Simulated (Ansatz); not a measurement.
`OB(F)[S][SnH3]` at its PBE0-D4/def2-TZVP geometry, where that method's forces vanish. Charge 0, multiplicity 1. Sn takes the def2 core potential.

```xyz
9

O     1.5724   -1.1470   -0.4405
B     0.6385   -0.9345   -1.3889
F     0.8465   -1.5152   -2.5640
S    -0.8972    0.0513   -1.2920
Sn   -0.9038    0.9285    0.9453
H     1.4027   -0.7197    0.4041
H    -0.8655    2.6264    0.8610
H    -2.2968    0.3648    1.7409
H     0.5033    0.3454    1.7341
```

Question: What forces (eV/Å) does B3LYP-D4/def2-TZVPP give on these atoms in Ansatz 0.2.0? (An estimate is asked.)

Answer: Computed: 
```
O1   0.065  0.011  0.134
B2  -0.027  0.022  0.017
F3   0.042 -0.111 -0.221
S4  -0.109 -0.023 -0.234
Sn5 -0.024  0.093  0.200
H6   0.059 -0.023  0.035
H7  -0.001  0.063  0.007
H8  -0.051 -0.014  0.038
H9   0.045 -0.019  0.025
```

B3LYP here is the variant with VWN-RPA as its local correlation; programs differ in this.
